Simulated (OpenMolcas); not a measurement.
**AlGeH4Cl (SMILES [Cl][AlH][GeH3]): the dipole moment, rung by rung**

AlGeH4Cl has 7 atoms, charge 0, and is taken as a singlet. As SMILES, `[Cl][AlH][GeH3]`. The shape is that of a PBE0-D4/def2-TZVP optimisation.

```xyz
7

Cl   -2.4993   -1.5272   -0.1269
Al   -0.4254   -1.3147    0.1445
Ge    0.5011    0.9598   -0.0933
H     0.3795   -2.6320    0.4800
H     0.2257    1.5225   -1.4999
H    -0.1440    1.9264    0.9168
H     2.0237    0.9973    0.1331
```

Each level gives the dipole moment (D). The values are calculated.

```json
{"level": "HF/def2-SVP", "kind": "Hartree–Fock", "program": "OpenMolcas", "value (D)": "1.28"}
{"level": "SVWN5/def2-SVP", "kind": "LDA", "program": "OpenMolcas", "value (D)": "0.91"}
{"level": "BLYP/def2-SVP", "kind": "GGA", "program": "OpenMolcas", "value (D)": "0.82"}
{"level": "PBE/def2-SVP", "kind": "GGA", "program": "OpenMolcas", "value (D)": "0.92"}
{"level": "revPBE/def2-SVP", "kind": "GGA", "program": "OpenMolcas", "value (D)": "0.93"}
{"level": "r2SCAN/def2-SVP", "kind": "meta-GGA", "program": "OpenMolcas", "value (D)": "1.04"}
{"level": "BHLYP/def2-SVP", "kind": "global hybrid", "program": "OpenMolcas", "value (D)": "1.14"}
{"level": "PBE0/def2-SVP", "kind": "global hybrid", "program": "OpenMolcas", "value (D)": "1.09"}
```

All-electron rows without a relativistic Hamiltonian named are non-relativistic. The values span 0.82 to 1.28 D. Magnitudes only.
